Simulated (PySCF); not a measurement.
The scaffold HS-X carries different groups X. All species are isolated molecules in the gas phase. One relaxed conformer stands for each flexible species; it need not be the lowest. Strings in code marks are SMILES.

All values below come from B3LYP-D3(BJ)/def2-TZVP (PySCF). All candidates: neutral, multiplicity 1. B3LYP has the VWN-RPA correlation part, as in Gaussian. Delta-SCF ions had no search for a lower state. 

| Item | Result |
|---|---|
| vertical ionisation energy (Delta-SCF) | 9.61 eV |
| LUMO | -0.36 eV |
| HOMO–LUMO gap | 6.69 eV |

Task: Which member has these values?
(A) `NS`
(B) `F[Si](F)(F)S`
(C) `[C-]#[N+]S`
(D) `[SH][GeH3]`

Result: D, `[SH][GeH3]`. The others give `NS`: 9.73 eV, -0.25 eV, 6.52 eV; `[C-]#[N+]S`: 10.45 eV, -1.40 eV, 6.32 eV; `F[Si](F)(F)S`: 11.10 eV, -0.45 eV, 7.83 eV
